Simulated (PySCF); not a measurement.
Gas-phase reaction: 5 SiH₃Br ⇌ SiHBr₃ + 2 HBr + 4 SiH₃. Level: ωB97M-V/def2-TZVP†; standard pressure 1 bar.

Energies from PySCF, thermal terms from the rigid-rotor harmonic-oscillator model, ideal gas at 1 bar. † marks an energy on the PBE0/def2-TZVP geometry and frequencies. Open shells (unrestricted): SiH₃ (multiplicity 2); the rest are closed-shell singlets. Br: all electrons, no relativistic terms. The harmonic model lacks anharmonicity and excited electronic states, which grow with temperature; levels with a mode under 35 cm⁻¹ are left out. Soft modes under 120 cm⁻¹ make the harmonic entropy rough for SiHBr₃.

```csv
T (K),1000/T (1/K),log10 K
800,1.2500,-37.70
1000,1.0000,?
1200,0.8333,-19.78
1400,0.7143,-14.69
1600,0.6250,-10.90
1800,0.5556,-7.96
```

Fit log10 K = a + b·(1000/T) to the five rows, get the mean ΔH° and ΔS°, and predict log10 K at 1000 K.

Means: 1000/T = 0.7956, log10 K = -18.206. Sums of products about the means: Sxy = -12.90871, Sxx = 0.301215, so b = Sxy/Sxx = -42.86 and a = -18.206 − (-42.86)×0.7956 = 15.90.
ΔH° = −R ln 10 × 1000 K × b = −19.145 × (-42.86) = 821 kJ; ΔS° = R ln 10 × a = 304 J/K. The run's own values go from 826 kJ and 311 J/K at 800 K to 807 kJ and 296 J/K at 1800 K.
Prediction at 1000 K: 15.90 + (-42.86)×1.0000 = -26.96. The computed value is -26.93, 0.03 from the line.
For scale, ΔH°(298 K) is 824 kJ at this level, 827 kJ at ωB97X-V/def2-TZVP†, and runs from 681 to 1050 kJ over the 20 levels computed; the NASA 1993 table gives 853 kJ (entries not checked at source). After a fit of one offset per element over all species, the range-separated, M06-2X, PBE0/def2-QZVP and CCSD(T)/def2-TZVPP enthalpies, where run, lie to one side of the table for SiH₃ (-20 kJ/mol): a fault of the table's entry, another state or a shared error of the levels is possible; this was not checked at source.
